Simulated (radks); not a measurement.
Task: The mean radii <r> (bohr) of the occupied orbitals of an atom or ion are listed with their occupations. Calculated with a radial shooting solver on a logarithmic mesh with Libxc functionals: non-relativistic Kohn-Sham, PBE, spin-polarised, spherical densities, point nucleus.

| orbital | occ. | <r> |
|---|---|---|
| 1s up | 1 | 0.06411 |
| 1s down | 1 | 0.06408 |
| 2s up | 1 | 0.2864 |
| 2s down | 1 | 0.2871 |
| 2p up | 3 | 0.2499 |
| 2p down | 2 | 0.2506 |

Name the element and its charge. Open shells, if any, are filled with parallel spins first.

Result: Z = 24, chromium, charge +15: Cr15+ in [He] 2s2 2p5. The 1s radius gives Z: for a bare nucleus <r> = 1.5/Z, 0.0625 bohr for Z = 24, and screening makes it slightly larger (0.06411 here). The occupations add up to 9, and the charge is Z minus that.
